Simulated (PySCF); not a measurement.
# Trend along group 15: MSe molecules

r²SCAN with triple-zeta basis sets in PySCF, for the lowest determinant that a PBE0 search found; no spin–orbit coupling. De refers to high-spin ground-configuration atoms. A positive dipole means M(−)Se(+).

| M | basis | state (unpaired electrons) | Re (Å) | ωe (cm⁻¹) | De (eV) | μ (D) |
| --- | --- | --- | --- | --- | --- | --- |
| N | x2c-TZVPPall | doublet (π ↑) | 1.647 | 997 | 3.75 | 2.06 |
| P | def2-TZVPP | doublet (π ↑) | 2.038 | 579 | 3.95 | -0.22 |
| As | x2c-TZVPPall | doublet (π ↑) | 2.145 | 412 | 3.58 | -0.77 |
| Sb | def2-TZVPP | doublet (π ↑) | 2.340 | 336 | 3.24 | -1.91 |
| Bi | x2c-TZVPPall | doublet (π ↑) | 2.412 | 292 | 3.04 | -2.58 |

The shortest bond is that of SeN (1.647 Å), the longest that of BiSe (2.412 Å).

The rows differ in basis set, which adds steps of its own.

Down a group the atoms grow and get heavier, so bonds lengthen and wavenumbers fall; this series shows no clear exception.

Spin–orbit coupling is left out, which matters for elements this heavy, above all for dissociation energies. States were picked by a PBE0 search and need not be the measured ground states.
